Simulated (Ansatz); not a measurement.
The Si1–F2 bond of F2H2Si (SMILES F[SiH2]F) is stretched (multiplicity 1, the rest rigid).
Geometry at rest (charge 0, multiplicity 1):
```xyz
5

Si     0.224    -0.146     0.361
F     -0.895    -0.951    -0.435
F      0.409     1.268    -0.347
H      1.490    -0.886     0.262
H     -0.250     0.079     1.733
```

Correlated levels freeze the cores.

The values were computed with Ansatz (Gaussian orbitals). Values without a source in brackets are computed.

FIC-MRCISD+Q on CASSCF(6,4)/cc-pV(D+d)Z, total energies (hartree):

```
R (Å)       CASSCF       MRCISD  weight c² of the reference
-----  -----------  -----------  --------------------------
1.592  -489.121335  -489.553923                     0.91090
2.785  -488.954103  -489.372373                     0.91013
5.093  -488.917971  -489.325818                     0.91269
```

Task: Add the Davidson correction (E_MRCISD − E_CASSCF)(1 − c²)/c² and give the energies above the first point at the three levels.

Result: 
Corrections (hartree): -0.042316, -0.041301, -0.039017. Above the first point (kcal/mol):
- R = 2.785 Å: CASSCF 104.9, MRCISD 113.9, with the correction 114.6
- R = 5.093 Å: CASSCF 127.6, MRCISD 143.1, with the correction 145.2

Doubts at one or more of the structures used: active orbitals that take no part (FIC-MRCISD+Q on CASSCF(6,4)/cc-pV(D+d)Z).

Ansatz is a program for electronic structure.
